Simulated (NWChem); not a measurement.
A series in which one site is exchanged, each optimised at PBE0/def2-SVP with NWChem, gas phase unless a solvent is named. All stand in one matching conformer (torsions within 35°), which need not be the lowest. 

A: COB(O)Cl (CH₄BClO₂; site = B)
B: [O]([Ga]([OH])[Cl])C (CH₄ClGaO₂; site = Ga)
C: C[O][Al]([Cl])[OH] (CH$_{4}$AlClO$_{2}$; site = Al)

Q: Rank them by orbital gap (eV), PBE0/def2-SVP, lowest first.

A: B (7.07), C (7.76), A (10.09)
